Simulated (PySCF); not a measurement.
Level of theory: PySCF with PBE-D3(BJ)/def2-TZVP // B3LYP-D3(BJ)/def2-TZVP. Isolated molecules, 0 K electronic values unless said otherwise. One relaxed conformer stands for a flexible species; it need not be the lowest. Excitations are Tamm–Dancoff values on a coarser integration grid. The basis has no diffuse functions, so Rydberg states are missing or too high.

Reference species (SMILES): `[F][Sn]([F])([F])[F]` (neutral, multiplicity 1).

| Quantity | Value |
|---|---|
| HOMO–LUMO gap | 5.47 eV |
| LUMO | -4.77 eV |
| S1 excitation (TDA) | 5.60 eV |

Changed species: `[OH][Sn]([OH])([OH])[F]` (3 of 4 F replaced by OH; the reference has 0 of 4 F replaced by OH).

Q: What does the change do to the HOMO–LUMO gap, LUMO and S1 excitation (TDA)?

A: the HOMO–LUMO gap drops by 0.86 eV, to 4.61 eV; the LUMO rises by 1.61 eV, to -3.16 eV; the S1 excitation (TDA) falls by 0.81 eV, to 4.79 eV.
